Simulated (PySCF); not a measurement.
## Simulated absorption spectrum

Potassium hydride, KH.
Geometry (PBE0-D3(BJ)/def2-SVP, Å), atoms numbered from 1 in this order:
```xyz
2
KH angstrom
K      1.146   -0.032    0.002
H     -1.128    0.003   -0.014
```

Method: PySCF, TDDFT B3LYP/def2-SVPD, vertical, gas phase, core orbitals frozen in the response.

Broadening: Gaussians 0.3 eV wide at half height, area fixed by f = 4.319×10⁻⁹ ∫ε dν̃. The width is an assumption, not a result. The curve ends short of the highest state used, and states not computed would add to its high-energy end.

λ (nm), ε (L mol⁻¹ cm⁻¹) and a bar:
```
    308.2       4083 ####
    320.9       1132 #
    333.6         96 
    346.3        423 
    359.0       4877 ####
    371.7      19643 ##################
    384.4      33255 ##############################
    397.1      27635 #########################
    409.8      12806 ############
    422.5       3737 ###
    435.2       1193 #
    447.9       2174 ##
    460.6       5706 #####
    473.3      10644 ##########
    486.0      14307 #############
    498.7      14504 #############
    511.4      11548 ##########
    524.1       7475 #######
    536.8       4053 ####
    549.5       1888 ##
    562.2        773 #
    574.9        283 
    587.6         95 
    600.3         29
```

Q: Locate the maxima and give the states behind the curve.

A: 493 nm (2.52 eV), ε about 15000, made up of S1 (100%); 387 nm (3.20 eV), ε about 34000, made up of S2 (50%) and S3 (50%) (ε in L mol⁻¹ cm⁻¹; maxima over ε = 5, shares over 10%). At its high-energy end, 4.02 eV, the curve is still rising (ε about 4000, from S4). The states used: S1 2.52 eV (f 0.166); S2 3.20 eV (f 0.188); S3 3.20 eV (f 0.188); S4 4.07 eV (f 0.049); S5 4.62 eV (f 0.010).

Q: On this curve, what absorbance would a 10⁻⁵ mol/L sample give at 355 nm over a 1 cm path?

A: 355 nm is 3.493 eV, where ε is about 2600 L mol⁻¹ cm⁻¹, so A = ε c l ≈ 0.026 (Beer–Lambert, with the gas-phase spectrum and the assumed width).

Q: Coming from long wavelengths, where does ε first pass 100 L mol⁻¹ cm⁻¹?

A: At about 587 nm (2.11 eV), 0.40 eV below S1.

Q: Does any computed singlet lie in the visible range?

A: 3 computed singlets (S1 to S3) lie in the visible range (380 to 750 nm), the largest f among them at 387 nm, f = 0.188; light of that wavelength is violet, and its complementary colour is yellow-green.
